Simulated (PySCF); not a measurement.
# Low-lying terms of Be²⁺ (beryllium, charge +2)

Ground state 1s2, ¹S. All numbers are calculated (PySCF 2.14, scalar relativity by spin-free X2C-1e, in x2c-TZVPall with one added diffuse shell of s type (6s3p1d, 20 functions)). Vertical excitation energies in eV without spin-orbit coupling; excited terms of each kind are numbered among those the solver found. Frozen: nothing.

```tsv
term	leading excitation	EOM-EE-CCSD
1 3S	1s → s	118.93
1 1S	1s → s	121.60
1 3P°	1s → p	123.47
1 1P°	1s → p	124.64
2 3S	1s → s	139.01
2 1S	1s → s	139.65
2 3P°	1s → p	140.52
2 1P°	1s → p	140.77
1 3D	1s → d	141.28
1 1D	1s → d	141.29
```

Only the lower part of the computed list is shown. Doubly excited terms such as np² are absent. The solver can miss terms. Rydberg members are limited by the diffuse functions of the basis.
